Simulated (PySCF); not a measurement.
CH2Cl, doublet, geometry from GFN2-xTB; R2SCAN/STO-3G run with PySCF.

Here is a job for PySCF.
```python
from pyscf import gto, scf, dft

mol = gto.M(
    atom='''
C    -1.098627    0.003037   -0.023013
Cl    0.576869   -0.001595    0.012084
H    -1.604785    0.945302   -0.039270
H    -1.610222   -0.936413   -0.028077
''',
    basis='sto-3g',
    charge=0,
    spin=1,
    verbose=4,
)

mf = dft.UKS(mol)
mf.xc = 'r2scan'
mf.grids.atom_grid = (99, 590)
mf.grids.prune = None
mf.kernel()
```

Output, abridged:

```
PySCF version 2.14.0

[INPUT] verbose = 4
[INPUT] num. atoms = 4
[INPUT] num. electrons = 25
[INPUT] charge = 0
[INPUT] spin (= nelec alpha-beta = 2S) = 1
[INPUT] symmetry False subgroup None
[INPUT] Mole.unit = angstrom
[INPUT] Symbol           X                Y                Z      unit          X                Y                Z       unit  Magmom
[INPUT]  1 C     -1.098627000000   0.003037000000  -0.023013000000 AA   -2.076104143053   0.005739098240  -0.043488267305 Bohr   0.0
[INPUT]  2 Cl     0.576869000000  -0.001595000000   0.012084000000 AA    1.090124419752  -0.003014113169   0.022835450489 Bohr   0.0
[INPUT]  3 H     -1.604785000000   0.945302000000  -0.039270000000 AA   -3.032604138810   1.786361885004  -0.074209544912 Bohr   0.0
[INPUT]  4 H     -1.610222000000  -0.936413000000  -0.028077000000 AA   -3.042878579749  -1.769564109482  -0.053057840399 Bohr   0.0

nuclear repulsion = 45.9885750744661
number of shells = 10
number of NR pGTOs = 48
number of NR cGTOs = 16
basis = sto-3g
ecp = {}

******** <class 'pyscf.dft.uks.UKS'> ********
method = UKS
initial guess = minao
damping factor = 0
level_shift factor = 0
DIIS = <class 'pyscf.scf.diis.CDIIS'>
diis_start_cycle = 1
diis_space = 8
diis_damp = 0
SCF conv_tol = 1e-09
SCF conv_tol_grad = None
SCF max_cycles = 50
direct_scf = True
direct_scf_tol = 1e-13
number electrons alpha = 13  beta = 12
XC library pyscf.dft.libxc version 7.1.2
    S. Lehtola, C. Steigemann, M. J. T. Oliveira, and M. A. L. Marques,  SoftwareX 7, 1–5 (2018)
XC functionals = r2scan
    J. W. Furness, A. D. Kaplan, J. Ning, J. P. Perdew, and J. Sun,  J. Phys. Chem. Lett. 11, 8208–8215 (2020)
    J. W. Furness, A. D. Kaplan, J. Ning, J. P. Perdew, and J. Sun,  J. Phys. Chem. Lett. 11, 9248–9248 (2020)
    J. W. Furness, A. D. Kaplan, J. Ning, J. P. Perdew, and J. Sun,  J. Phys. Chem. Lett. 11, 8208–8215 (2020)
    J. W. Furness, A. D. Kaplan, J. Ning, J. P. Perdew, and J. Sun,  J. Phys. Chem. Lett. 11, 9248–9248 (2020)
radial grids:
    Treutler-Ahlrichs [JCP 102, 346 (1995); DOI:10.1063/1.469408] (M4) radial grids

becke partition: Becke, JCP 88, 2547 (1988); DOI:10.1063/1.454033
pruning grids: None
grids dens level: 3
symmetrized grids: False
atomic radii adjust function: <function treutler_atomic_radii_adjust>
User specified grid scheme (99, 590)
small_rho_cutoff = 0
Set gradient conv threshold to 3.16228e-05
tot grids = 233640
init E= -493.723340453129

cycle= 1 E= -493.898806082574  delta_E= -0.175  |g|= 0.0807  |ddm|= 1.82
cycle= 2 E= -493.902901878562  delta_E= -0.0041  |g|= 0.0583  |ddm|= 0.301
cycle= 3 E= -493.90591684343  delta_E= -0.00301  |g|= 0.0187  |ddm|= 0.139
cycle= 4 E= -493.906182426827  delta_E= -0.000266  |g|= 0.00357  |ddm|= 0.0291
cycle= 5 E= -493.906202264902  delta_E= -1.98e-05  |g|= 0.000614  |ddm|= 0.0117
cycle= 6 E= -493.906202821438  delta_E= -5.57e-07  |g|= 7.24e-05  |ddm|= 0.00193
cycle= 7 E= -493.906202826929  delta_E= -5.49e-09  |g|= 3.49e-06  |ddm|= 0.000187
cycle= 8 E= -493.906202826949  delta_E= -1.97e-11  |g|= 6.67e-07  |ddm|= 1.11e-05
Extra cycle  E= -493.90620282695  delta_E= -1.14e-12  |g|= 1.78e-07  |ddm|= 2.07e-06
converged SCF energy = -493.90620282695  <S^2> = 0.75539976  2S+1 = 2.0053925
```
